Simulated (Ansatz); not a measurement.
LaSi₆N₃H₁₈⁺, that is La(N(SiH3)2)3 with one electron fewer. Charge 1, multiplicity 2. Geometry PBE-D4/def2-SVP, that of the neutral singlet; atoms count from 1.

Cartesian coordinates in Å:
```
La -0.3165 0.1229 -0.6371
N -1.9541 0.5126 1.0484
Si -3.2880 1.0917 0.1333
Si -1.7652 0.2142 2.7548
H -4.5266 0.2335 0.0939
H -2.7017 1.0297 -1.3072
H -3.6984 2.5287 0.3305
H -1.8655 1.4679 3.5903
H -0.3853 -0.3676 2.9566
H -2.7708 -0.7740 3.2956
N 1.5158 1.6327 -0.4387
Si 1.4927 2.4314 -1.9590
Si 2.5221 1.8440 0.9685
H 1.1600 3.9014 -1.9661
H 0.2754 1.7351 -2.6348
H 2.6509 2.1898 -2.8926
H 3.9752 1.5228 0.7125
H 2.0163 0.8904 2.0269
H 2.4586 3.2430 1.5339
N 0.4046 -2.1475 -0.6759
Si 1.3309 -2.9491 0.5630
Si -0.1658 -2.6850 -2.2050
H 0.5981 -4.1063 1.1961
H 1.6078 -1.9298 1.6434
H 2.6577 -3.4695 0.0639
H 0.8669 -3.0454 -3.2424
H -0.8425 -1.3882 -2.7355
H -1.2526 -3.7294 -2.2174
```

In the def2 sets La takes a core potential; there is no spin–orbit coupling.

(1) Estimate the Mulliken populations from the PBE0/def2-SVP orbitals of Ansatz.

(2) Where does the spin sit?

(3) And the Mayer bond orders between bonded heavy atoms (over 0.3)?

## Answers

(1) 
```json
{"atom": "La1", "charge (e)": "1.19", "spin (α − β)": "-0.10", "d electrons": "1.33"}
{"atom": "N2", "charge (e)": "-0.74", "spin (α − β)": "0.30", "d electrons": "–"}
{"atom": "Si3", "charge (e)": "0.44", "spin (α − β)": "-0.03", "d electrons": "–"}
{"atom": "Si4", "charge (e)": "0.45", "spin (α − β)": "-0.03", "d electrons": "–"}
{"atom": "H5", "charge (e)": "0.01", "spin (α − β)": "0.03", "d electrons": "–"}
{"atom": "H6", "charge (e)": "-0.14", "spin (α − β)": "0.00", "d electrons": "–"}
{"atom": "H7", "charge (e)": "0.01", "spin (α − β)": "0.03", "d electrons": "–"}
{"atom": "H8", "charge (e)": "-0.02", "spin (α − β)": "0.03", "d electrons": "–"}
{"atom": "H9", "charge (e)": "-0.07", "spin (α − β)": "0.00", "d electrons": "–"}
{"atom": "H10", "charge (e)": "-0.02", "spin (α − β)": "0.03", "d electrons": "–"}
{"atom": "N11", "charge (e)": "-0.74", "spin (α − β)": "0.30", "d electrons": "–"}
{"atom": "Si12", "charge (e)": "0.44", "spin (α − β)": "-0.03", "d electrons": "–"}
{"atom": "Si13", "charge (e)": "0.45", "spin (α − β)": "-0.03", "d electrons": "–"}
{"atom": "H14", "charge (e)": "0.01", "spin (α − β)": "0.03", "d electrons": "–"}
{"atom": "H15", "charge (e)": "-0.14", "spin (α − β)": "0.00", "d electrons": "–"}
{"atom": "H16", "charge (e)": "0.01", "spin (α − β)": "0.03", "d electrons": "–"}
{"atom": "H17", "charge (e)": "-0.02", "spin (α − β)": "0.03", "d electrons": "–"}
{"atom": "H18", "charge (e)": "-0.07", "spin (α − β)": "0.00", "d electrons": "–"}
{"atom": "H19", "charge (e)": "-0.02", "spin (α − β)": "0.03", "d electrons": "–"}
{"atom": "N20", "charge (e)": "-0.74", "spin (α − β)": "0.30", "d electrons": "–"}
{"atom": "Si21", "charge (e)": "0.45", "spin (α − β)": "-0.03", "d electrons": "–"}
{"atom": "Si22", "charge (e)": "0.44", "spin (α − β)": "-0.03", "d electrons": "–"}
{"atom": "H23", "charge (e)": "-0.02", "spin (α − β)": "0.03", "d electrons": "–"}
{"atom": "H24", "charge (e)": "-0.07", "spin (α − β)": "0.00", "d electrons": "–"}
{"atom": "H25", "charge (e)": "-0.02", "spin (α − β)": "0.03", "d electrons": "–"}
{"atom": "H26", "charge (e)": "0.01", "spin (α − β)": "0.03", "d electrons": "–"}
{"atom": "H27", "charge (e)": "-0.14", "spin (α − β)": "0.00", "d electrons": "–"}
{"atom": "H28", "charge (e)": "0.01", "spin (α − β)": "0.03", "d electrons": "–"}
```
Mulliken values and Mayer orders depend strongly on the basis.

(2) Summed by element: La -0.10, N 0.91, Si -0.16, H 0.35, of 1 unpaired in all. Largest on single atoms: N11 0.30, N20 0.30, N2 0.30.

(3) La1–N2 0.71 (2.38 Å); La1–N11 0.71 (2.38 Å); La1–N20 0.71 (2.38 Å); N2–Si3 1.04 (1.72 Å); N2–Si4 0.96 (1.74 Å); N11–Si12 1.05 (1.72 Å); N11–Si13 0.96 (1.74 Å); N20–Si21 0.96 (1.74 Å); N20–Si22 1.04 (1.72 Å).
